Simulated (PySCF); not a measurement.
## How methods differ on the ionisation energy of S¹⁴⁺

S¹⁴⁺ 1s2 → S¹⁵⁺ 1s1 [1s1/2^1, M_J = 1/2], as a difference of total energies. Calculation: PySCF 2.14, in an even-tempered Gaussian basis (15 s from 11 bohr⁻², ratio 2.4; 8 p from 14 bohr⁻², ratio 2.4; 3 d from 44 bohr⁻², ratio 2.6; 3 f from 67 bohr⁻², ratio 2.6); the two-component X2C-1e Hamiltonian. Correlated levels: nothing frozen; the 28 highest virtual spinors dropped. "Screened" scales the spin-orbit matrix elements by Boettger's factors to mimic the two-electron term; Breit and QED terms are absent.

| method | ionisation energy (eV) | difference from reference (eV) |
| --- | --- | --- |
| GHF (screened spin-orbit) | 3223.9 | +0.1 |
| GMP2 (screened spin-orbit) | 3225.1 | +1.3 |

Reference: 3223.8 eV (theoretical estimate listed by NIST; NIST Atomic Spectra Database, ionization energies).
